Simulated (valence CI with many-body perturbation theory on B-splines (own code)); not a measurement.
Values are calculated unless marked as measured or tabulated.
Sensitivity of CI+MBPT for Ba LII

Method: valence CI with perturbative core correlation (CI+MBPT): three valence electrons over a frozen Dirac-Fock core [He], radial functions for each j: 6 s, 6 p, 5 d, 3 f, 1 g, with the one-electron correlation potential Σ1, the two-electron term Σ2, the three-electron term Σ3, Breit, model QED; selected CI, second order for the rest, scaled by the run's own slope (own B-spline code, finite nucleus).

The last digits are not significant, and no measured levels were compared; by estimate large intervals hold to a few tenths of a per cent, small ones and those within an open d or f shell to about a per cent.

The reference run has the lowest level (2s^2 2p1/2) J=1/2 and an ionisation energy of 10018.0 eV. Its largest variational space holds 3684 state functions.

Levels are named by their leading jj configuration (3d3/2^4 stands for four electrons in 3d with j = 3/2), which in mixed levels can hold well under half, so a name can repeat and another be missing. Letters in brackets count levels of one name in rising energy.

Changed runs:
A. screening of Σ1 on → off; three-electron term on → off
B. averaging of valence orbitals over low configurations on → off; selection threshold (hartree) 2e-08 → 1e-05
C. orbitals per symmetry with explicit Σ2 and valence Breit (the others get mean screening factors) 5 → 1
D. start configuration 2s2 2p1 → 2s3 (bad on purpose)

Excitation energies of the reference run in cm⁻¹, and shifts in cm⁻¹:

| Level | Reference | A | B | C |
| --- | --- | --- | --- | --- |
| (2s 2p1/2^2) J=1/2 | 1393150 | +115 | +110 | +466 |
| (2s^2 2p3/2) J=3/2 | 3391240 | +35 | +5.4 | -73 |
| (2s 2p1/2 2p3/2) J=3/2 [a] | 4362480 | -89 | +73 | -116 |
| (2s 2p1/2 2p3/2) J=5/2 | 4627670 | +98 | +82 | -245 |
| (2s 2p1/2 2p3/2) J=1/2 | 5046980 | +368 | +82 | +202 |
| (2s 2p1/2 2p3/2) J=3/2 [b] | 5049230 | +371 | +89 | +202 |
| (2p1/2^2 2p3/2) J=3/2 | 6533210 | +443 | +190 | +866 |
| (2s 2p3/2^2) J=5/2 | 7899770 | +93 | +81 | -155 |
| (2s 2p3/2^2) J=1/2 | 8521220 | +464 | +151 | +966 |
| (2s 2p3/2^2) J=3/2 | 8529510 | +426 | +76 | +216 |
| (2p1/2 2p3/2^2) J=3/2 | 9654830 | +402 | +150 | +295 |
| (2p1/2 2p3/2^2) J=5/2 | 9817770 | +401 | +157 | +97 |
| Ionisation energy (eV) | 10018.0 | +0.048 | -0.0013 | -0.073 |

Run D: It gave no result: a shell was given more electrons than it holds. The program said: "a valence shell holds more than 4l+2 electrons".
